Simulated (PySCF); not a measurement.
## Working out the excitation energy of Mo

Mo [Kr] 4d5 5s1 (7S) → Mo [Kr] 4d4 5s1 5p1 (high-spin determinant). Computed with PySCF 2.14 in aug-cc-pVDZ-PP with ECP28MDF, with scalar relativity through the core potential. Frozen: 4s2 4p6. Energies in hartree (1 hartree = 27.21139 eV):

```json
{"part": "UHF", "Mo (lower)": "-67.344195", "Mo (upper)": "-67.238898"}
{"part": "MP2 opposite-spin", "Mo (lower)": "0.000000", "Mo (upper)": "0.000000"}
{"part": "MP2 same-spin", "Mo (lower)": "-0.065320", "Mo (upper)": "-0.047812"}
```

Q: What does Hartree-Fock give?

A: (-67.238898) − (-67.344195) = 0.105297 hartree = 2.865 eV.

Q: What do MP2 and SCS-MP2 (6/5 opposite-spin, 1/3 same-spin) give?

A: The opposite-spin parts differ by 0.000 eV and the same-spin parts by 0.476 eV. MP2: 2.865 + (0.000) + (0.476) = 3.341 eV. SCS-MP2: 2.865 + 1.2 × (0.000) + (0.476)/3 = 3.024 eV.

One determinant mixes LS terms, so it does not stand for a single term.

A double-zeta basis recovers only part of the correlation energy.
